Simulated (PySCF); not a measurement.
Fill in the blanks.

Compound: H11NOSi4.
InChI=1S/H11NOSi4/c3-1-5-6-2-4/h1H,5-6H2,3-4H3

Conformer (atom-mapped SMILES and torsion angles): `[SiH3:1][NH:2][SiH2:3][SiH2:4][O:5][SiH3:6]`: Si1–N2–Si3–Si4 40°, N2–Si3–Si4–O5 172°, Si3–Si4–O5–Si6 29°.

| property | level | value |
| --- | --- | --- |
| point group of the GFN2-xTB geometry | GFN2-xTB | ? |
| rotational constants A, B, C of the GFN2-xTB geometry | GFN2-xTB | ? |
| dipole moment | CAM-B3LYP/def2-SVPD | ? |
| HOMO energy | CAM-B3LYP/def2-SVPD | -8.66 eV |
| LUMO energy | CAM-B3LYP/def2-SVPD | ? |
| lowest singlet excitation | TDDFT CAM-B3LYP/def2-SVPD | 5.46 eV (227 nm, f = 0.002) |
| strongest line among the 8 lowest singlet transitions | TDDFT CAM-B3LYP/def2-SVPD | ? |
| lowest triplet excitation (Tamm–Dancoff) | TDA CAM-B3LYP/def2-SVPD | 5.10 eV |
| static isotropic polarisability | CAM-B3LYP/def2-SVPD | 115.1 au |
| electronic spatial extent ⟨r²⟩ about the centre of nuclear charge | CAM-B3LYP/def2-SVPD | 2238 bohr² |
| 1H chemical shifts (computed TMS as zero) by class | GIAO PBE0/pcSseg-1 | ? |
| isotropic shieldings of nuclei other than C and H, by class | GIAO PBE0/pcSseg-1 | ? |

Gas-phase values; electronic properties from PySCF, density fitting. Isolated species at its GFN2-xTB geometry (one conformer only). GFN2-xTB frequencies show an imaginary mode (23i cm⁻¹), so this geometry is no minimum at that level. NMR classes are plain means over equivalent atoms (diastereotopic ones count apart unless rotation or inversion swaps them), as if these changed places fast; in this geometry the members of some classes differ.

The point group of the GFN2-xTB geometry?

C1.

What is the strongest line among the 8 lowest singlet transitions?

S7 at 7.40 eV (168 nm, f = 0.038).

What are the isotropic shieldings of nuclei other than C and H, by class?

278 (1 N), 351 (1 O), 380 (1 Si), 393 (1 Si), 402 (1 Si), 405 (1 Si) ppm.

Give the dipole moment.

0.98 D.

What is the LUMO energy?

0.01 eV.

The 1H chemical shifts (computed TMS as zero) by class?

5.91 (2 H), 5.27 (2 H), 5.03 (3 H), 4.58 (3 H), -0.93 (1 H) ppm.

What are the rotational constants A, B, C of the GFN2-xTB geometry?

4.345, 0.540, 0.496 GHz.

The 8 singlets span 5.46 to 7.48 eV, and their oscillator strengths add up to 0.13. With B = h/(8π²I), that is 505.379 GHz u Å² over I, the principal moments of inertia are 116.3, 935.4 and 1018.5 u Å² (most abundant isotopes). The principal polarisabilities are 100.2, 111.7 and 133.4 au; their mean is the isotropic value. A dipole of 0.98 D is allowed in C1, and pure rotational transitions are dipole-allowed. The rotational constants make it an asymmetric top with κ = (2B − A − C)/(A − C) = -0.98, nearer the prolate limit (−1). The dipole matches unit charges of opposite sign 0.20 Å apart (1 e·Å = 4.8032 D).
